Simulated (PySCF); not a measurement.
# p-xylene: calculation against experiment

**The experiment to reproduce.**

NIST CCCBDB Release 22 (SRD 101), experimental polarizabilities lists, for the gas: mean polarisability 14.26 Å³.

How close the calculation comes is told at the end.

Compound: p-xylene, C8H10.
Numbering: `[CH3:1][c:2]1[cH:3][cH:4][c:5]([CH3:6])[cH:7][cH:8]1` (hydrogens: H9, H10, H11 on C1; H12 on C3; H13 on C4; H14, H15, H16 on C6; H17 on C7; H18 on C8)

Cartesian coordinates in Å at the PBE0-D3(BJ)/def2-SVP level; atoms count from 1:
```xyz
18
C8H10 angstrom
C     -2.8788    0.2475   -0.1850
C     -1.3882    0.1110   -0.0716
C     -0.6501    0.9245    0.7949
C      0.7358    0.8199    0.8773
C      1.4402   -0.1051    0.0988
C      2.9306   -0.2396    0.2168
C      0.7019   -0.9187   -0.7681
C     -0.6837   -0.8142   -0.8505
H     -3.3627   -0.7277   -0.3446
H     -3.1554    0.8901   -1.0380
H     -3.3129    0.6993    0.7186
H     -1.1720    1.6568    1.4180
H      1.2839    1.4718    1.5640
H      3.4080    0.7281    0.4307
H      3.2038   -0.9248    1.0372
H      3.3743   -0.6424   -0.7053
H      1.2238   -1.6508   -1.3915
H     -1.2317   -1.4658   -1.5375
```

Runs made with PySCF (gas phase, on this PBE0-D3(BJ)/def2-SVP geometry; no spin–orbit coupling):

```tsv
level	job	basis functions
B3LYP/def2-SVPD	10 singlets by full TDDFT, 4 Tamm–Dancoff triplets, polarisability, ΔSCF ions	240
BHandHLYP/def2-SVPD	10 singlets by full TDDFT, 4 Tamm–Dancoff triplets, polarisability, ΔSCF ions	240
HF/def2-SVPD	10 singlets by TDHF, 4 Tamm–Dancoff triplets, polarisability, ΔSCF ions	240
PBE/def2-SVPD	10 singlets by full TDDFT, 4 Tamm–Dancoff triplets, polarisability, ΔSCF ions	240
PBE0/def2-SVPD	10 singlets by full TDDFT, 4 Tamm–Dancoff triplets, polarisability, ΔSCF ions	240
PBE0/6-31+G*	10 singlets by full TDDFT, 4 Tamm–Dancoff triplets, polarisability	164
CAM-B3LYP/def2-SVPD	10 singlets by full TDDFT, 4 Tamm–Dancoff triplets, polarisability, ΔSCF ions	240
LC-wPBE/def2-SVPD	10 singlets by full TDDFT, 4 Tamm–Dancoff triplets, polarisability, ΔSCF ions	240
PBE0/6-31G*	10 singlets by full TDDFT, 4 Tamm–Dancoff triplets, polarisability	132
PBE0/aug-cc-pVDZ	10 singlets by full TDDFT, 4 Tamm–Dancoff triplets, polarisability	274
PBE0/def2-SVP	10 singlets by full TDDFT, 4 Tamm–Dancoff triplets, polarisability	162
wB97X-D/def2-SVPD	10 singlets by full TDDFT, 4 Tamm–Dancoff triplets, polarisability, ΔSCF ions	240
```

All basis functions are spherical.

**Comparison with experiment**

**Mean polarisability.** Measured: 14.26 Å³ (NIST CCCBDB Release 22 (SRD 101), experimental polarizabilities).

```
              level  computed (Å³)  computed − measured (Å³)  % (from the printed values)
    B3LYP/def2-SVPD          14.16                     -0.10                           -1
BHandHLYP/def2-SVPD          13.79                     -0.47                           -3
       HF/def2-SVPD          13.47                     -0.79                           -6
      PBE/def2-SVPD          14.44                     +0.18                           +1
     PBE0/def2-SVPD          14.02                     -0.24                           -2
       PBE0/6-31+G*          13.48                     -0.78                           -5
CAM-B3LYP/def2-SVPD          13.95                     -0.31                           -2
  LC-wPBE/def2-SVPD          13.60                     -0.66                           -5
        PBE0/6-31G*          11.81                     -2.45                          -17
   PBE0/aug-cc-pVDZ          14.39                     +0.13                           +1
      PBE0/def2-SVP          12.42                     -1.84                          -13
  wB97X-D/def2-SVPD          13.97                     -0.29                           -2
```

Closest is B3LYP/def2-SVPD (-0.10 Å³), furthest PBE0/6-31G* (-2.45 Å³); one molecule doesn't rank methods. The computed values are static and purely electronic, with core orbitals frozen in the response (1 au = 0.148185 Å³). The table of measured values doesn't say here whether a value is static or optical, or holds a vibrational part.

No measured geometry was used, and the causes of the misses weren't examined.
